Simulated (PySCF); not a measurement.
C$_{3}$H$_{6}$Cl, charge -1, singlet, geometry from GFN2-xTB; PySCF with CCSD/3-21G.

The PySCF input:
```python
from pyscf import gto, scf, cc

mol = gto.M(
    atom='''
C     0.878742   -0.577462    0.011782
C     2.361287   -0.210903    0.018924
C     0.052607    0.709878    0.084698
H     0.663317   -1.194155    0.896615
H     0.684162   -1.220681   -0.873795
H     2.995668   -1.101675    0.039681
Cl   -1.731620    0.119089    0.008980
H     2.611738    0.368780   -0.870239
H     2.586503    0.400820    0.891583
H     0.140340    1.193323   -0.928931
''',
    basis='3-21g',
    charge=-1,
    spin=0,
    verbose=4,
)

mf = scf.RHF(mol)
mf.kernel()

mycc = cc.CCSD(mf, frozen=8)
mycc.kernel()
print('E(CCSD) = %.10f' % mycc.e_tot)
mf.analyze()
```

Output, abridged:

```
PySCF version 2.14.0

[INPUT] verbose = 4
[INPUT] num. atoms = 10
[INPUT] num. electrons = 42
[INPUT] charge = -1
[INPUT] spin (= nelec alpha-beta = 2S) = 0
[INPUT] symmetry False subgroup None
[INPUT] Mole.unit = angstrom
[INPUT] Symbol           X                Y                Z      unit          X                Y                Z       unit  Magmom
[INPUT]  1 C      0.878742000000  -0.577462000000   0.011782000000 AA    1.660581714153  -1.091245027344   0.022264753200 Bohr   0.0
[INPUT]  2 C      2.361287000000  -0.210903000000   0.018924000000 AA    4.462185731496  -0.398548908849   0.035761177181 Bohr   0.0
[INPUT]  3 C      0.052607000000   0.709878000000   0.084698000000 AA    0.099412822235   1.341475001854   0.160056023298 Bohr   0.0
[INPUT]  4 H      0.663317000000  -1.194155000000   0.896615000000 AA    1.253487463768  -2.256625900280   1.694356789177 Bohr   0.0
[INPUT]  5 H      0.684162000000  -1.220681000000  -0.873795000000 AA    1.292878804835  -2.306752775460  -1.651233239014 Bohr   0.0
[INPUT]  6 H      2.995668000000  -1.101675000000   0.039681000000 AA    5.660992080124  -2.081864028280   0.074986222349 Bohr   0.0
[INPUT]  7 Cl    -1.731620000000   0.119089000000   0.008980000000 AA   -3.272287551819   0.225045594448   0.016969740599 Bohr   0.0
[INPUT]  8 H      2.611738000000   0.368780000000  -0.870239000000 AA    4.935469529119   0.696893200217  -1.644513372915 Bohr   0.0
[INPUT]  9 H      2.586503000000   0.400820000000   0.891583000000 AA    4.887782290366   0.757440025248   1.684847687318 Bohr   0.0
[INPUT] 10 H      0.140340000000   1.193323000000  -0.928931000000 AA    0.265204164321   2.255053648144  -1.755425178618 Bohr   0.0

nuclear repulsion = 147.052840658361
number of shells = 34
number of NR pGTOs = 90
number of NR cGTOs = 52
basis = 3-21g
ecp = {}

******** <class 'pyscf.scf.hf.RHF'> ********
method = RHF
initial guess = minao
damping factor = 0
level_shift factor = 0
DIIS = <class 'pyscf.scf.diis.CDIIS'>
diis_start_cycle = 1
diis_space = 8
diis_damp = 0
SCF conv_tol = 1e-09
SCF conv_tol_grad = None
SCF max_cycles = 50
direct_scf = True
direct_scf_tol = 1e-13
Set gradient conv threshold to 3.16228e-05
Initial guess from minao.
init E= -573.577651130471
  HOMO = -0.152691978909235  LUMO = 0.0921717974477119  gap/eV = 6.66308
cycle= 1 E= -573.625795729475  delta_E= -0.0481  |g|= 0.31  |ddm|= 2.86
  HOMO = -0.0253847206133164  LUMO = 0.409510815149463  gap/eV = 11.83411
cycle= 2 E= -573.658710977125  delta_E= -0.0329  |g|= 0.0916  |ddm|= 0.622
  HOMO = -0.0540203456131128  LUMO = 0.41311049159361  gap/eV = 12.71128
cycle= 3 E= -573.661622583581  delta_E= -0.00291  |g|= 0.0281  |ddm|= 0.202
  HOMO = -0.0547821864658271  LUMO = 0.414884252894038  gap/eV = 12.78027
cycle= 4 E= -573.662122772506  delta_E= -0.0005  |g|= 0.00867  |ddm|= 0.103
  HOMO = -0.0540652764190592  LUMO = 0.415919451952494  gap/eV = 12.78894
cycle= 5 E= -573.662212267132  delta_E= -8.95e-05  |g|= 0.00405  |ddm|= 0.0521
  HOMO = -0.0548448454226125  LUMO = 0.415652098784006  gap/eV = 12.80287
cycle= 6 E= -573.662235714234  delta_E= -2.34e-05  |g|= 0.00148  |ddm|= 0.0291
  HOMO = -0.0548559988175432  LUMO = 0.415805801745964  gap/eV = 12.80736
cycle= 7 E= -573.662239449018  delta_E= -3.73e-06  |g|= 0.000413  |ddm|= 0.012
  HOMO = -0.0548793571923163  LUMO = 0.415801662056476  gap/eV = 12.80788
cycle= 8 E= -573.662239709264  delta_E= -2.6e-07  |g|= 0.000134  |ddm|= 0.00233
  HOMO = -0.0548574013716188  LUMO = 0.415805484012426  gap/eV = 12.80739
cycle= 9 E= -573.66223972899  delta_E= -1.97e-08  |g|= 3.9e-05  |ddm|= 0.000639
  HOMO = -0.0548637414003679  LUMO = 0.415806120760343  gap/eV = 12.80758
cycle= 10 E= -573.662239730486  delta_E= -1.5e-09  |g|= 6.82e-06  |ddm|= 0.000207
  HOMO = -0.0548633285201774  LUMO = 0.41580649912219  gap/eV = 12.80758
cycle= 11 E= -573.662239730534  delta_E= -4.75e-11  |g|= 1.71e-06  |ddm|= 3.58e-05
  HOMO = -0.0548636953772315  LUMO = 0.415806486703092  gap/eV = 12.80759
Extra cycle  E= -573.662239730537  delta_E= -3.07e-12  |g|= 7.75e-07  |ddm|= 5.85e-06
converged SCF energy = -573.662239730537

******** <class 'pyscf.cc.ccsd.CCSD'> ********
CC2 = 0
CCSD nocc = 13, nmo = 44
frozen orbitals 8
max_cycle = 50
direct = 0
conv_tol = 1e-07
conv_tol_normt = 1e-05
diis_space = 6
diis_start_cycle = 0
diis_start_energy_diff = 1e+09
Init t2, MP2 energy = -573.974301432536  E_corr(MP2) -0.312061701999296
Init E_corr(CCSD) = -0.312061701999622
cycle = 1  E_corr(CCSD) = -0.339813638483055  dE = -0.0277519365  norm(t1,t2) = 0.0536854
cycle = 2  E_corr(CCSD) = -0.35019486297836  dE = -0.0103812245  norm(t1,t2) = 0.0180842
cycle = 3  E_corr(CCSD) = -0.354571640531956  dE = -0.00437677755  norm(t1,t2) = 0.00805221
cycle = 4  E_corr(CCSD) = -0.355316280247069  dE = -0.000744639715  norm(t1,t2) = 0.00200859
cycle = 5  E_corr(CCSD) = -0.355212597572811  dE = 0.000103682674  norm(t1,t2) = 0.000764538
cycle = 6  E_corr(CCSD) = -0.355203340822771  dE = 9.25675004e-06  norm(t1,t2) = 0.00019995
cycle = 7  E_corr(CCSD) = -0.355204286007591  dE = -9.4518482e-07  norm(t1,t2) = 8.53885e-05
cycle = 8  E_corr(CCSD) = -0.355204369102917  dE = -8.30953266e-08  norm(t1,t2) = 2.60347e-05
cycle = 9  E_corr(CCSD) = -0.355203622128014  dE = 7.46974903e-07  norm(t1,t2) = 9.45945e-06
cycle = 10  E_corr(CCSD) = -0.355203578353716  dE = 4.37742982e-08  norm(t1,t2) = 3.65623e-06
CCSD converged
E(CCSD) = -574.0174433088906  E_corr = -0.3552035783537161
E(CCSD) = -574.0174433089
**** SCF Summaries ****
Total Energy =                        -573.662239730536953
Nuclear Repulsion Energy =             147.052840658361021
One-electron Energy =                -1090.415517603312082
Two-electron Energy =                  369.700437214414137
Two-electron Coulomb Energy =          415.075527264087782
DFT Exchange-Correlation Energy =      -45.375090049673645
HOMO-LUMO gap [eV] =                    12.807588012691367
**** MO energy ****
MO #1   energy= -103.834867928636  occ= 2
MO #2   energy= -10.9964500491606  occ= 2
MO #3   energy= -10.9743643858215  occ= 2
MO #4   energy= -10.930686130586   occ= 2
MO #5   energy= -10.2289781538344  occ= 2
MO #6   energy= -7.6929283636989   occ= 2
MO #7   energy= -7.68976093956559  occ= 2
MO #8   energy= -7.68948502908846  occ= 2
MO #9   energy= -0.884909026644798 occ= 2
MO #10  energy= -0.832867584144388 occ= 2
MO #11  energy= -0.688287714803922 occ= 2
MO #12  energy= -0.556826589951995 occ= 2
MO #13  energy= -0.439586240707207 occ= 2
MO #14  energy= -0.406324634522377 occ= 2
MO #15  energy= -0.348884584086612 occ= 2
MO #16  energy= -0.32413421158525  occ= 2
MO #17  energy= -0.278261383527456 occ= 2
MO #18  energy= -0.247852562221536 occ= 2
MO #19  energy= -0.216433313355804 occ= 2
MO #20  energy= -0.190567774234593 occ= 2
MO #21  energy= -0.0548636953772315 occ= 2
MO #22  energy= 0.415806486703092  occ= 0
MO #23  energy= 0.470558558173674  occ= 0
MO #24  energy= 0.485624421727126  occ= 0
MO #25  energy= 0.505399218135822  occ= 0
MO #26  energy= 0.51151591790234   occ= 0
MO #27  energy= 0.538200198650495  occ= 0
MO #28  energy= 0.556484044390123  occ= 0
MO #29  energy= 0.609555675675141  occ= 0
 ** Mulliken pop on meta-lowdin orthogonal AOs  **
 ** Mulliken pop  **
 ** Mulliken atomic charges  **
charge of    0C =     -0.13807
charge of    1C =     -0.25238
charge of    2C =     -0.46597
charge of    3H =      0.05639
charge of    4H =      0.02128
charge of    5H =      0.04921
charge of    6Cl =     -0.41707
charge of    7H =      0.06443
charge of    8H =      0.07918
charge of    9H =      0.00300

WARN: System has nonzero charge -1; the dipole moment is origin-dependent.
Location of origin: [0. 0. 0.]

Dipole moment(X, Y, Z, Debye):  3.10540, -2.16527, -1.20926
```
